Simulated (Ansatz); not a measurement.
Basis-set extrapolation for C₂H₉AlN₂ (`CN[CH2][AlH][NH2]`) (PBE0-D4/def2-TZVP geometry, frozen core, Ansatz). Multiplicity 1, RHF reference.

```tsv
	def2-TZVPP	def2-QZVPP
HF	-431.892211	-431.909075
MP2 correlation	-0.864281	-0.923020
CCSD(T) correlation	-0.946653	not run
```

Energies in hartree. Use E(X) = E(∞) + A·exp(−7.88·√X) for Hartree–Fock and E(X) = E(∞) + B·X^(−2.97) for correlation, with X = 3 and 4, and add CCSD(T) minus MP2 of the smaller set to the MP2 limit.

Task: What is the CCSD(T) energy at the basis-set limit?

Result: HF limit: -431.909075 + (-0.016864) × 0.13774 = -431.91140. MP2 limit: -0.923020 + (-0.058739) × 0.74074 = -0.96653. Higher-order term: -0.946653 − (-0.864281) = -0.08237. Total: -432.96030 hartree, 318.8 kJ/mol below CCSD(T)/def2-TZVPP.
